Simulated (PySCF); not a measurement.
Compound: 2-bromopyrimidine, C₄H₃BrN₂.
SMILES with atom numbers: `[Br:1][c:2]1[n:3][cH:4][cH:5][cH:6][n:7]1` (hydrogens: H8 on C4; H9 on C5; H10 on C6)

Method: PBE0-D3(BJ)/def2-SVP geometry optimisation, gas phase in PySCF.

Q: What internal coordinates does the optimisation give?

A: 
```
         bond  length (Å)     order
       Br1–C2       1.888    single
 C2–N3, C2–N7       1.322  aromatic
 N3–C4, C6–N7       1.331  aromatic
 C4–C5, C5–C6       1.393  aromatic
C4–H8, C6–H10       1.096    single
        C5–H9       1.091    single
```

Bonds in one row agree within 0.01 Å and their mean is given. Orders are formal, as drawn. A selection of angles:
```
    angle  degrees
Br1–C2–N3    116.2
 N3–C2–N7    127.7
 C2–N3–C4    115.9
 N3–C4–C5    122.2
 N3–C4–H8    116.5
 C5–C4–H8    121.3
 C4–C5–C6    116.1
 C4–C5–H9    122.0
```

The 6-membered ring C2–N3–C4–C5–C6–N7 has internal angles of 115.9° to 127.7°; it is planar, 0.00 Å rms from its mean plane, widest ring torsion 0°. The 7 heavy atoms lie in one plane (0.001 Å rms).

Point group: C2v (tolerance 0.08 Å). Stationary, but not proved a minimum.
